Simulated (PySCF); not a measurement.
# Reading the logs of faulty runs: BH4OSi2

These are calculations, not measurements. The program is PySCF 2.14.0, an open-source quantum chemistry code, run on an isolated molecule that a program drew, which may never have been made. The molecule is BH4OSi2 (charge 0, doublet), drawn as the SMILES string `B[Si](=O)[SiH2]`.

Each row is a Hartree-Fock (HF) and frozen-core CCSD(T) single point in the cc-pV(D+d)Z basis, meant for a local HF minimum. Run 1 is clean. Each other run has one planted mistake out of seven kinds, and not every kind appears here: one electron removed, one electron added, multiplicity raised by two, geometry at a saddle point, minimal basis STO-3G, one bond length entered in bohr, all coordinates scaled. The reference is restricted for singlets and unrestricted otherwise, and also for a bond in bohr. Adding or removing an electron swaps singlet and doublet. Electrons count all cores. HOMO and LUMO are orbital energies over both spins, the gradient is its largest component, and the lowest frequency (negative if imaginary) is given only where the gradient is small. Bond lengths are over the 7 bonds as drawn. T1 is the CCSD diagnostic: over 0.02 (restricted) or 0.045 (unrestricted) a single reference is doubtful.

Geometry of the clean run:
```xyz
8
BH4OSi2, angstrom
B     0.8136   -1.0562    1.9871
Si    1.6968   -1.1741    0.1617
O     2.1324   -2.4760   -0.4612
Si    2.1253    0.8709   -0.8832
H    -0.3673   -1.2138    2.1037
H     1.4587   -0.8194    2.9680
H     1.3004    2.0047   -0.4040
H     2.2251    0.8467   -2.3559
```

| run | electrons | basis functions | <S^2> | HOMO (eV) | LUMO (eV) | gradient (hartree/bohr) | lowest frequency (cm^-1) | mean bond (Å) | longest bond (Å) | T1 | HF (hartree) | CCSD(T) (hartree) | mistake |
|---|---|---|---|---|---|---|---|---|---|---|---|---|---|
| 1 | 45 | 94 | 0.771 | -9.13 | 0.03 | 9.2e-06 | 127 | 1.6040 | 2.336 | 0.0235 | -679.67378 | -680.17464 | no fault |
| 2 | 46 | 94 | 0.000 | -1.57 | 4.95 | 4.4e-02 | - | 1.6040 | 2.336 | 0.0285 | -679.69722 | -680.22934 | one electron added |
| 3 | 45 | 94 | 3.809 | -6.71 | -0.74 | 8.9e-02 | - | 1.6040 | 2.336 | 0.0679 | -679.58511 | -680.07771 | multiplicity raised by two |
| 4 | 45 | 94 | 0.767 | -9.14 | 0.13 | 2.3e-01 | - | 1.4548 | 2.119 | 0.0203 | -679.58621 | -680.07299 | all coordinates scaled |
| 5 | 45 | 32 | 1.249 | -5.77 | 6.03 | 1.4e-01 | - | 1.6040 | 2.336 | 0.0623 | -671.62017 | -671.82162 | ? |

**Which mistake was planted in run 5, and what did it cost?**

It has 32 basis functions where the clean run has 94, with the same electrons and geometry. So the mistake is: minimal basis STO-3G. Subtracting run 1 and multiplying by 627.51 kcal/mol a hartree, the energy moved by 5053.7 kcal/mol in HF and 5241.6 kcal/mol in CCSD(T).

Cautions from the logs. Run 2: T1 is over the limit, so its CCSD(T) energy is less reliable; run 3: T1 is over the limit, so its CCSD(T) energy is less reliable; run 5: T1 is over the limit, so its CCSD(T) energy is less reliable.
